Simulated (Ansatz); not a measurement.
Job for Ansatz (a first-principles code): R-revPBE/def2-TZVPPD on H2 (SMILES [H][H]). The basis file is the Basis Set Exchange's JSON of that set.

Ansatz 0.2 input:
```yaml
crystal:
  periodic: [false, false, false]
  atoms:
    - {symbol: H, position_ang: [0.00000000, 0.00000000, 0.37198582]}
    - {symbol: H, position_ang: [-0.00000000, -0.00000000, -0.37198582]}
basis:
  gaussian:
    orbitals: def2-TZVPPD.json
hamiltonian:
  xc: {name: revPBE}
scf: {lower_state_search: off}
```

Program output:

```
WARN ansatz: RAYON_NUM_THREADS=4 ignored (pool sized by the plan → 4); use --threads N
Functional definition: revPBE
these checks for a lower state are left out or cut short: stability, starts, cluster_reference, orbital_swaps, neighbouring_geometries, increment
integrals: 0.00 GiB planned
118 factors; their error is unknown
mean field: 0.05 GiB planned
mean field evaluation 1: about -31.7008 eV, gradient 9.2e0 eV
mean field evaluation 2: about -31.9786 eV, gradient 3.2e0 eV
mean field evaluation 4: about -32.0204 eV, gradient 6.5e-2 eV
mean field evaluation 8: about -32.0163 eV, gradient 3.3e-3 eV
mean field -32.01633581 eV, -1.1765786395 hartree, gradient 5.9e-7 eV, S^2 0.000000; 0 other end points of the search recorded, 0 dependent functions left out
reference -32.01636234 eV, -1.1765796147 hartree; 1, 1 occupied and 33, 33 virtual orbitals, 118 factors
Total energy: -32.01636234 eV, -1.1765796147 hartree
Checks for a lower state left out: stability, starts, cluster_reference, orbital_swaps, neighbouring_geometries, increment
```

The calculation finished and met its thresholds.

Cost: about 0.23 core-seconds (a rough figure).
